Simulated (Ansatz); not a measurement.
**Question.** Predict a relaxed structure of `[H]/C=C/c1ccc(/C=C/c2ccccc2)cc1`, charge 0, singlet, at PBE-D4/def2-SVP (Ansatz).

**Answer.** 
Cartesian coordinates in Å:
```
H 6.5460 -0.7545 3.1333
C 5.7046 -0.3542 2.5483
C 4.5246 -1.0116 2.4936
C 3.3149 -0.6175 1.7624
C 2.1683 -1.4485 1.8184
C 0.9930 -1.1246 1.1421
C 0.8991 0.0573 0.3659
C -0.2987 0.4509 -0.3696
C -1.4699 -0.2391 -0.4568
C -2.6693 0.1505 -1.1970
C -3.7845 -0.7237 -1.2038
C -4.9562 -0.4053 -1.9013
C -5.0459 0.8015 -2.6120
C -3.9510 1.6847 -2.6145
C -2.7812 1.3662 -1.9188
C 2.0475 0.8899 0.3131
C 3.2218 0.5649 0.9896
H 5.8799 0.5956 2.0170
H 4.4324 -1.9592 3.0550
H 2.2128 -2.3739 2.4147
H 0.1288 -1.8010 1.2184
H -0.2114 1.4111 -0.9064
H -1.5528 -1.2044 0.0716
H -3.7186 -1.6725 -0.6479
H -5.8064 -1.1043 -1.8902
H -5.9646 1.0562 -3.1617
H -4.0133 2.6345 -3.1674
H -1.9387 2.0734 -1.9327
H 2.0025 1.8160 -0.2819
H 4.0864 1.2415 0.9186
```
 This is one stationary point.
